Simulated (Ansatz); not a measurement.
The pair A = BiClH2 (SMILES [Cl][BiH2]) (first 4 atoms), B = HF (SMILES F); geometry from B3LYP-D3(BJ)/def2-TZVP.
(charge 0, multiplicity 1):
| atom | x (Å) | y (Å) | z (Å) |
|---|---|---|---|
| Cl | 1.8430 | -0.7569 | 1.4460 |
| Bi | 0.2613 | 0.5801 | 0.0195 |
| H | -0.5686 | -0.8841 | -0.6133 |
| H | 1.3825 | 0.5393 | -1.3942 |
| F | -0.7697 | -0.6073 | 2.9593 |
| H | 0.1210 | -0.8289 | 2.7559 |

Correlated levels freeze the cores. Filled d and f shells under p-block atoms count as core.

Codes used: Ansatz (a program for electronic structure) with Gaussian orbitals.  In def2 rows elements past Kr take small-core potentials, without spin–orbit coupling.

Total energies (hartree), monomers frozen at their geometry in the pair:

| structure | B3LYP/def2-TZVPPD | MP2/def2-TZVPPD | CCSD(T)/def2-TZVPPD |
|---|---|---|---|
| AB | -776.6673411 | -774.9096964 | -774.9671986 |
| A in the pair's basis | -676.1634931 | -674.5608022 | -674.6099769 |
| B in the pair's basis | -100.4949388 | -100.3392737 | -100.3480488 |
| A | -676.1633855 | -674.5598425 | -674.6089565 |
| B | -100.4948957 | -100.3389696 | -100.3477310 |

Problem. Work out the interaction energy without and with the counterpoise correction, and the superposition error, for each level.

Solution. 
E(AB) − E(A) − E(B), times 627.509 kcal/mol, with the monomers in their own basis and then in the pair's basis:
- B3LYP/def2-TZVPPD: -5.69 uncorrected, -5.59 corrected; the monomers gain 0.09 kcal/mol from borrowed functions
- MP2/def2-TZVPPD: -6.83 uncorrected, -6.04 corrected; the monomers gain 0.79 kcal/mol from borrowed functions
- CCSD(T)/def2-TZVPPD: -6.60 uncorrected, -5.76 corrected; the monomers gain 0.84 kcal/mol from borrowed functions
